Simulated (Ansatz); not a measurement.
`O=CC1(O)CC1` + H₂Se → `OC1([SeH])CC1` + `C=O`  (substitution at a C–C bond)

Isolated molecules relaxed with PBE0-D4/def2-TZVP in Ansatz; ΔE leaves out vibrations. CBS: MP2 limit from def2 TZ/QZ plus the TZ coupled-cluster correction, frozen cores. This one scheme is used for every species. Functionals use def2-TZVPP. For Se outer-core shells are correlated without core-valence functions, which leaves a few kJ/mol of doubt a bond. Scalar relativity is left out up to krypton. Each species was taken in one conformer, which may not be the lowest.

| level | ΔE (eV) |
| --- | --- |
| PBE | 0.69 |
| CCSD/def2-TZVPP | 0.57 |
| HF/def2-QZVPP | 0.64 |
| MP2/def2-QZVPP | 0.54 |

What does CCSD(T)/CBS give? (Estimate.)

Ansatz gave: +0.57 eV. The listed levels differ from it by 0.12, 0.00, 0.07, -0.03 eV.

Largest T1 diagnostic among the species: 0.015.

In def2-TZVPP, CCSD(T) changes the Hartree–Fock value by −0.07 eV (the triples alone add −0.00 eV) and MP2 by −0.10 eV. The D4 term adds −0.04 eV with B3LYP and −0.02 eV with PBE0; it sums over pairs of atoms, weighted by their polarisabilities, and B3LYP, whose exchange is more repulsive, gets the larger term.

B3LYP here is the variant with VWN-RPA as its local correlation; programs differ in this.
